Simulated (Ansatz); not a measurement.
Ideal-gas functions of C3H2F4 (`F/C=C(\F)C(F)F`) at 800 K and 1 bar, from an Ansatz frequency run at PBE0-D4/def2-TZVP.

Molar mass 114.04 g/mol, point group C1 (symmetry number 1), electronic degeneracy 1, moments of inertia 113.315, 282.32, 363.893 u Å². Harmonic wavenumbers (cm⁻¹, unscaled): 70, 178, 195, 272, 379, 449, 572, 587, 772, 866, 936, 1111, 1151, 1213, 1257, 1350, 1376, 1440, 1815, 3076, 3260.

Use S(trans) = R[1.5 ln M + 2.5 ln T − 1.1517]; rotational temperatures θ = 24.2544 K / I; S(rot) = R[ln(√π/σ · √(T³/θAθBθC)) + 1.5]; for each mode x = 1.438777 ν̃/T, S = R[x/(eˣ − 1) − ln(1 − e⁻ˣ)] and H = RT x/(eˣ − 1); 1 cm⁻¹ = 0.0119627 kJ/mol; R = 8.31446 J/(mol·K).

Q: By hand: the entropy, in J/(mol·K).

A: Translation 188.4. Rotation: θ = 0.214, 0.0859, 0.0667 K, giving 128.5. Vibration, mode by mode: 25.55, 17.82, 17.07, 14.34, 11.66, 10.31, 8.44, 8.24, 6.22, 5.42, 4.90, 3.82, 3.61, 3.30, 3.10, 2.72, 2.62, 2.40, 1.40, 0.22, 0.16, in all 153.3. Electronic 0.0. Sum 470.2 J/(mol·K).

Q: By hand: H − E and G − E in kJ/mol, counted from the electronic energy.

A: Zero-point energy ½ × 22325 × 0.0119627 = 133.5; thermal vibration 60.8; translation, rotation and pV give 4 RT = 26.6. H − E = 220.9 kJ/mol, and G − E = 220.9 − 800 × 470.2/1000 = -155.3 kJ/mol.

Vibration gives 33 % of the entropy, 25.6 J/(mol·K) of it from the mode under 150 cm⁻¹: soft modes count most, and the harmonic formula is weakest for them. The sum counts one conformer and one mirror image; others add a mixing term.
